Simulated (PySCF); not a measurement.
Predicted microwave data (PBE0/def2-SVPD in PySCF (dipole) on a GFN2-xTB geometry, gas phase) for one isomer of C4H7N3OSi:

```
Rotational constants : A = 1479, B = 969.9, C = 818.2 MHz
Dipole components    : |μa| = 3.71 D, |μb| = 0.00 D, |μc| = 3.34 D
Inertial defect      : -245.14 u·Å²
κ                    : -0.54
```

Task: Which structure is it? (One computed conformer of each.)
A. `[CH3:1][CH2:2][O:3][Si:4]([NH2:5])([C:6]#[N:7])[C:8]#[N:9]` with C1–C2–O3–Si4 180°, C2–O3–Si4–N5 180°, O3–Si4–N5–H -73° and 72°
B. `[CH3:1][C:2](=[O:3])[c:4]1[n:5][nH:6][n:7][c:8]1[SiH3:9]` with C1–C2–C4–N5 0°

Result: A. It is CCO[Si](N)(C#N)C#N, an asymmetric top, point group Cs. The candidates at the same level (rigid rotor, commonest isotopes):

```
                SMILES  A (MHz)  B (MHz)  C (MHz)  μa (D)  μb (D)  μc (D)  Δ (u·Å²)  point group           rotor
CC(=O)c1n[nH]nc1[SiH3]     1733     1515    820.5    1.24    2.93    0.00     -9.18           Cs  asymmetric top
    CCO[Si](N)(C#N)C#N     1479    969.9    818.2    3.71    0.00    3.34   -245.14           Cs  asymmetric top
```

`CC(=O)c1n[nH]nc1[SiH3]` has B 56 % too high. In the right answer the mirror of this Cs structure is the ac plane, so μb vanishes by symmetry. No structure here is proved a minimum.
